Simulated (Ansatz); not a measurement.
## doublet H: levels of theory in one basis

A single H atom.

Basis set: cc-pVDZ (spherical functions). All electrons are correlated. Correlation on ROHF uses semicanonical orbitals with singles. Charge 0, multiplicity 2.

Computed with Ansatz (development build ahead of 0.2.0); each method stands on the lowest determinant of its kind that the runs found.

```json
{"method": "ROHF", "E − E(ROHF) (eV)": "0.00", "<S²> of the determinant": "0.75"}
{"method": "ROHF-MP2", "E − E(ROHF) (eV)": "0.00", "<S²> of the determinant": "–"}
{"method": "ROHF-CCSD(T)", "E − E(ROHF) (eV)": "0.00", "<S²> of the determinant": "–"}
{"method": "ROHF-CCSDT", "E − E(ROHF) (eV)": "0.00", "<S²> of the determinant": "–"}
{"method": "ROHF-CCSDT(Q)", "E − E(ROHF) (eV)": "0.00", "<S²> of the determinant": "–"}
```

Q: Is a single determinant a sound starting point here?

A: By this sign, yes. Unrestricted orbitals gain 0.00 eV and <S²> is 0.75 against 0.75 for a pure state.
